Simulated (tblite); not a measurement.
C7H9FO.
Cartesian coordinates in Å at the GFN2-xTB level; atoms count from 1:
```xyz
18
C7H9FO angstrom
C      2.6472    0.4740    0.6205
C      1.3553    0.7945    0.5504
C      0.3108   -0.0601    0.0148
C      0.7557   -1.3950   -0.5021
C     -1.0055    0.3008   -0.0247
C     -2.0536   -0.6236   -0.5892
C     -1.4640    1.5898    0.4734
O     -0.8823    2.5045    0.9648
F     -2.8263    1.7451    0.3349
H      3.0501   -0.4652    0.2812
H      3.3602    1.1661    1.0346
H      1.0450    1.7589    0.9183
H      1.2008   -1.9675    0.3106
H      1.5173   -1.2552   -1.2672
H     -0.0548   -1.9737   -0.9264
H     -3.0433   -0.1845   -0.5280
H     -1.8498   -0.8388   -1.6375
H     -2.0714   -1.5638   -0.0400
```

Calculated harmonic vibrations of the isolated species, GFN2-xTB (tblite), most abundant isotopes, no scaling. Errors from tens to a few hundred cm⁻¹ against measured bands are possible. One conformer, not necessarily the lowest. The optimisation stopped once no atom felt more than 0.01 eV/Å.

Lowest wavenumbers of the output (negative numbers stand for imaginary wavenumbers):
```
mode    cm-1
  1     -88.4
  2     -20.5
  3      54.2
  4     131.8
  5     180.4
  6     217.7
  7     277.3
  8     309.3
  9     390.2
 10     397.5
```

Q: Is this structure a minimum?

A: No. 2 modes are imaginary beyond 20i (88i and 20i cm⁻¹), so at this level the point lies at or near a saddle of order 2.

Q: Which atoms move in the imaginary modes?

A: 88i: C2 (alkene CH carbon) 16 %, H10 (vinylic hydrogen) 12 %, H12 (vinylic hydrogen) 11 %; 20i: O8 (carbonyl oxygen) 37 %, F9 (acyl fluorine) 34 %. These are shares of the mass-weighted motion.

Q: What is the remedy?

A: Step along such a mode in both directions, optimise again with tighter thresholds and repeat the frequencies. The zero-point energy of this point (88.0 kcal/mol) counts the 46 real modes alone, and thermal corrections from it aren't those of a minimum.
